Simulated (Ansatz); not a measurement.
```xyz
19

Cr    0.0000    0.0000    0.0000
O     0.0000    0.0000    2.1500
H    -0.1490    0.7452    2.7400
H     0.1490   -0.7452    2.7400
O     0.0000    0.0000   -2.1500
H     0.1490   -0.7452   -2.7400
H    -0.1490    0.7452   -2.7400
O     2.1500    0.0000    0.0000
H     2.7400   -0.7452    0.1490
H     2.7400    0.7452   -0.1490
O    -2.1500    0.0000    0.0000
H    -2.7400    0.7452   -0.1490
H    -2.7400   -0.7452    0.1490
O     0.0000    2.1500    0.0000
H     0.7259    2.7400   -0.2250
H    -0.7259    2.7400    0.2250
O     0.0000   -2.1500    0.0000
H    -0.7259   -2.7400    0.2250
H     0.7259   -2.7400   -0.2250
```

Basis set: def2-SVP on H, O; pcseg-2 on Cr. Charge 2. Computed with Ansatz (development build ahead of 0.2.0); the lowest solution found for each multiplicity.

Question: How do the multiplicities compare at this shape? Give, from the lowest of each method, PBE0 (unrestricted) for 3, 5; PBE0 (restricted) for 3, 5; HF (unrestricted) for 3, 5; HF (restricted) for 3, 5.

Answer:

```tsv
method	multiplicity	E (eV)	<S²>
PBE0, unrestricted	3	0.788	2.46
PBE0, unrestricted	5	0.000	6.00
PBE0, restricted	3	0.887	2.00
PBE0, restricted	5	0.000	6.00
HF, unrestricted	3	1.438	2.57
HF, unrestricted	5	0.000	6.00
HF, restricted	3	1.667	2.00
HF, restricted	5	0.000	6.00
```

Caution: other spin multiplicities may lie lower. Caution for PBE0, unrestricted, HF, unrestricted: the unrestricted determinant is spin contaminated.
